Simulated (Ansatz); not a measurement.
`C[S][Ge][Cl]` + CH₃OH → `C[O][Ge][S]C` + HCl at 700 K and 1 bar (ligand exchange at a Ge–Cl bond).

Isolated molecules relaxed with PBE0-D4/def2-TZVP in Ansatz; ΔE leaves out vibrations. CBS: MP2 limit from def2 TZ/QZ plus the TZ coupled-cluster correction, frozen cores. This one scheme is used for every species. For Ge outer-core shells are correlated without core-valence functions, which leaves a few kJ/mol of doubt a bond. Scalar relativity is left out up to krypton. Each species was taken in one conformer, which may not be the lowest.

```tsv
species	CCSD(T)/CBS energy (Eh)	H − E (kJ/mol)	S (J/(mol·K))
`C[S][Ge][Cl]`	-2973.58695	166.0	439.8
CH₃OH	-115.61712	170.8	288.5
`C[O][Ge][S]C`	-2628.80748	293.6	500.3
HCl	-460.38127	38.4	211.8
```

H − E and S are ideal-gas, rigid-rotor, harmonic terms from PBE0-D4/def2-TZVP, for one conformer and one mirror image of each species. 1 Eh = 2625.50 kJ/mol, R = 8.31446 J/(mol·K).

Q: By hand: ΔE, ΔH, ΔS and ΔG.

A: ΔE = (-2628.80748) + (-460.38127) − (-2973.58695) − (-115.61712) = 0.01532 Eh = 40.2 kJ/mol. Δ(H − E) = 293.6 + 38.4 − 166.0 − 170.8 = -4.8, so ΔH = 35.4 kJ/mol. ΔS = 500.3 + 211.8 − 439.8 − 288.5 = -16.2 J/(mol·K). ΔG = 35.4 − 700 × (-16.2)/1000 = 46.7 kJ/mol.

Q: By hand: the equilibrium constant, and the temperature at which ΔG would vanish if ΔH and ΔS stayed fixed.

A: log₁₀ K = −ΔG/(RT ln 10) = -3.5. ΔH and −TΔS have one sign here, so there is no such temperature.

ΔH outweighs TΔS. A doubt of 5 kJ/mol in ΔE shifts log₁₀ K by 0.4 here. Other conformers and mirror images would add mixing entropy, several J/(mol·K) or more a flexible species. Modes under 60 cm⁻¹, often nearly free rotors, make the harmonic entropy too high. These are equilibria of isolated gas molecules and say nothing of rates. Largest T1 diagnostic: 0.015 (customary marks: 0.02 for closed shells, 0.045 for open ones).
